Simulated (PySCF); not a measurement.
## Curvature of the energy in the electron number along the 5p block, charge +1

Calculated with PySCF 2.14, in def2-SVP with the def2 core potential (28 electrons), ECP: one orbital is emptied in steps, and each cell gives the departure of E from the straight line at half an electron, in eV (from a cubic fit). The exact functional gives zero.

```csv
species,orbital,LDA,PBE,r2SCAN,PBE0,BHandHLYP,LC-wPBE,wB97X,UHF
In⁺,5s beta,-1.03,-1.03,-0.89,-0.74,-0.51,-0.07,-0.19,0.06
Sn⁺,5p alpha,-0.94,-0.90,-0.84,-0.65,-0.45,-0.04,-0.15,0.07
Sb⁺,5p alpha,-1.02,-0.98,-0.91,-0.71,-0.47,-0.06,-0.15,0.09
Te⁺,5p alpha,-1.09,-1.06,-0.98,-0.76,-0.49,-0.09,-0.17,0.12
Xe⁺,5p beta,-1.16,-1.12,-1.02,-0.79,-0.51,-0.10,-0.25,0.19
```

Task: How does the mean departure depend on the functional?

Result: LDA -1.05 eV; PBE -1.02 eV; r2SCAN -0.93 eV; PBE0 -0.73 eV; BHandHLYP -0.49 eV; LC-wPBE -0.07 eV; wB97X -0.18 eV; UHF 0.10 eV. Semilocal functionals are convex (delocalisation error), Hartree-Fock is concave or straight, and exact exchange removes curvature roughly in proportion to its share, so among the functionals the range-separated hybrids usually come closest to zero.

No spin-orbit coupling is included.
